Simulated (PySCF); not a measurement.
Electronic structure of Ni (nickel, neutral) at the UHF level

Configuration: [Ar] 3d8 4s2, high-spin 3F determinant. Calculation: PySCF 2.14, in x2c-SVPall (5s3p3d1f, 36 functions); scalar relativity by spin-free X2C-1e.

- Total energy: -1518.832768 hartree
- One-electron energy: -2108.3763 hartree
- Hartree (Coulomb) energy: 651.9567 hartree
- Exchange energy: -62.4131 hartree
- ⟨S²⟩: 2.0051
- ⟨L²⟩: 12.019
- Sum of ⟨r⟩: 21.88 bohr
- Sum of ⟨r²⟩: 37.37 bohr²
- Langevin diamagnetic susceptibility: -29.6 ×10⁻⁶ cm³/mol
- Time after the integrals: 0.11 s of wall time on 1 thread of Neoverse-V2 (shared host)

| shell | electrons | mean orbital energy (eV) | spread (eV) | rms radius, mean of both spins (bohr) |
| --- | --- | --- | --- | --- |
| 1s α | 1 | -8401.7 | 0 | 0.0624 |
| 1s β | 1 | -8401.7 | 0 | 0.0624 |
| 2s α | 1 | -1052.0 | 0 | 0.265 |
| 2s β | 1 | -1050.0 | 0 | 0.265 |
| 2p α | 3 | -901.42 | 0 | 0.238 |
| 2p β | 3 | -899.47 | 0 | 0.238 |
| 3s α | 1 | -138.90 | 0 | 0.796 |
| 3s β | 1 | -133.58 | 0 | 0.796 |
| 3p α | 3 | -93.208 | 0 | 0.850 |
| 3p β | 3 | -86.815 | 0 | 0.850 |
| 3d α | 5 | -19.907 | 1.451 | 1.11 |
| 3d β | 3 | -17.279 | 0 | 1.11 |
| 4s α | 1 | -7.891 | 0 | 3.27 |
| 4s β | 1 | -7.404 | 0 | 3.27 |

Densities and radii are taken from the X2C orbitals without a picture-change correction, which distorts them close to the nucleus.
